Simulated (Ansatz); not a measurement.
Basis-set extrapolation for `[CH3][AlH][SiH](C)S` (PBE0-D4/def2-TZVP geometry, frozen core, Ansatz). Multiplicity 1, RHF reference.

|  | def2-TZVPP | def2-QZVPP |
| --- | --- | --- |
| HF | -1009.455281 | -1009.486260 |
| MP2 correlation | -0.738395 | -0.791964 |
| CCSD(T) correlation | -0.844325 | not run |

Energies in hartree. Use E(X) = E(∞) + A·exp(−7.88·√X) for Hartree–Fock and E(X) = E(∞) + B·X^(−2.97) for correlation, with X = 3 and 4, and add CCSD(T) minus MP2 of the smaller set to the MP2 limit.

Problem. What is the CCSD(T) energy at the basis-set limit?

Solution. HF limit: -1009.486260 + (-0.030979) × 0.13774 = -1009.49053. MP2 limit: -0.791964 + (-0.053569) × 0.74074 = -0.83164. Higher-order term: -0.844325 − (-0.738395) = -0.10593. Total: -1010.42810 hartree, 337.4 kJ/mol below CCSD(T)/def2-TZVPP.
